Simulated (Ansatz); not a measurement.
`F[B-](F)(F)[n+]1ccccc1`. The species carries charge 0 and has multiplicity 1. All single points use the PBE0-D4/def2-TZVP geometry. It is one conformer, not always the lowest.

```xyz
15

F    -1.621    1.695   -1.758
B    -0.915    2.003   -0.624
F     0.146    2.840   -0.857
F    -1.712    2.392    0.423
N    -0.235    0.570   -0.141
C     0.951    0.205   -0.625
C     1.518   -1.009   -0.298
C     0.831   -1.860    0.553
C    -0.401   -1.467    1.050
C    -0.906   -0.238    0.680
H     1.430    0.925   -1.276
H     2.484   -1.277   -0.706
H     1.253   -2.819    0.828
H    -0.968   -2.101    1.719
H    -1.857    0.141    1.032
```

Task: What is the dipole moment at B3LYP/def2-TZVPP? (Estimate.)

Result: Ansatz gave: 8.12 D, with components (3.28, -7.07, 2.29) D in this frame, pointing from negative to positive charge.

Task: And with PBE, r2SCAN, ωB97M-V? (Best estimate.)

Result: Ansatz gave: PBE 7.92 D, r2SCAN 8.03 D, ωB97M-V 8.10 D.

Task: Give the Mulliken charges with B3LYP, PBE, r2SCAN in def2-TZVPP. (An estimate is asked.)

Result: Ansatz gave: 
```
atom  B3LYP    PBE  r2SCAN
  F1  -0.32  -0.27   -0.32
  B2   0.55   0.39    0.53
  F3  -0.33  -0.29   -0.34
  F4  -0.33  -0.29   -0.34
  N5  -0.05   0.07   -0.02
  C6   0.02   0.00    0.06
  C7  -0.13  -0.09   -0.11
  C8  -0.06  -0.07   -0.02
  C9  -0.13  -0.09   -0.11
 C10   0.02   0.00    0.06
 H11   0.16   0.13    0.13
 H12   0.15   0.13    0.11
 H13   0.15   0.14    0.12
 H14   0.15   0.13    0.11
 H15   0.16   0.13    0.13
```

B3LYP here is the variant with VWN-RPA as its local correlation; programs differ in this.
